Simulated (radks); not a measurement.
Q: The sulfur ion S+, [Ne] 3s2 3p3. Method: non-relativistic Kohn-Sham, exchange-only B88, spin-polarised, spherical densities, point nucleus; computed with a radial shooting solver on a logarithmic mesh with Libxc functionals. Every spin shell is full or empty, so the densities are truly spherical. Functionals are evaluated on that one density, not self-consistently. Rank these exchange functionals by their error against the exact value of the orbitals, and give that value: LDA, B88, PBEsol, RPBE, PW91, PW86, OPTX, AM05, G96, EV93, TPSS, Tao-Mo, MVS.

A: Exact: -24.7478 hartree. From best to worst, with 100 (|E| - |E exact|)/|E exact| (equal figures are ties): B88 -0.01, RPBE +0.03, OPTX +0.05, G96 +0.08, PW91 -0.12, Tao-Mo -0.13, MVS -0.21, TPSS +0.22, PW86 +0.51, EV93 +1.24, PBEsol -3.49, AM05 -6.96, LDA -7.96.
